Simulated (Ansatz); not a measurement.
Computed with Ansatz on PBE0-D4/def2-TZVP structures; ΔE is electronic, products minus reactants. CBS: MP2 limit from def2 TZ/QZ plus the TZ coupled-cluster correction, frozen cores. This one scheme is used for every species, atoms too. For atomizations the MP2-based limit and the directly extrapolated one differ by several kJ/mol either way, and by 10 to 25 for some Ge, Se and Sn compounds, so smaller differences from it don't rank the levels. DFT in def2-TZVPP. No spin–orbit coupling; open shells (•) take unrestricted orbitals. Spin–orbit coupling would lower the free atoms: a little for C.

Reaction (atomization): `Cc1ccnc(C)c1` → 7 C• + 9 H• + N•

```
  level  ΔE (kJ/mol)
r2SCANh       7666.2
r2SCAN0       7598.4
```

(1) What does CCSD(T)/CBS give? (An estimate is asked.)

Largest T1 diagnostic among the species: 0.012.

## Answers

(1) The calculation gave: +7656.7 kJ/mol. The listed levels differ from it by 9.5, -58.3 kJ/mol.

From PBE to PBE0 (25 % exact exchange), in def2-TZVPP and without D4, ΔE moves by −145.4 kJ/mol: exact exchange takes away binding that semilocal exchange gives to molecules. In def2-TZVPP, CCSD(T) changes the Hartree–Fock value by +1846.2 kJ/mol (the triples alone add +138.1 kJ/mol) and MP2 by +2028.8 kJ/mol; breaking electron pairs costs correlation energy, which Hartree–Fock lacks. The D4 term adds +67.5 kJ/mol with B3LYP and +35.9 kJ/mol with PBE0; it sums over pairs of atoms, weighted by their polarisabilities, and B3LYP, whose exchange is more repulsive, gets the larger term.

B3LYP here is the variant with VWN-RPA as its local correlation; programs differ in this.
